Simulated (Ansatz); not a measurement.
A structure relaxed at PBE-D4/def2-SVP in Ansatz, charge -1, singlet:

```xyz
13

Al   -1.121    1.280    0.322
B    -0.020   -1.923   -0.346
B    -0.918   -1.181    0.980
B    -0.049   -0.159    1.905
B     1.436   -0.014    0.971
B    -0.192   -0.815   -1.518
B     1.161    1.378   -1.203
B     1.531    1.493    0.331
B    -0.018    0.731   -2.037
B    -1.605   -0.925   -0.475
B    -1.552    0.311   -1.521
B     0.815   -1.512    0.931
B     0.529    1.335    1.661
```

Problem. Give its formula and point group.

Solution. AlB₁₂⁻. Point group Cs (tolerance 0.1 Å).

Problem. Summarise the bond lengths by kind (pairs closer than 1.2 times the sum of covalent radii, bridged metal pairs left out).

Solution. 21 × B–B 1.58 to 1.88 Å; 4 × Al–B 2.13 to 2.39 Å.

Another isomer (triplet) lies 0.61 eV lower at PBE0-D4/def2-TZVPD; other spin states weren't run for this one.
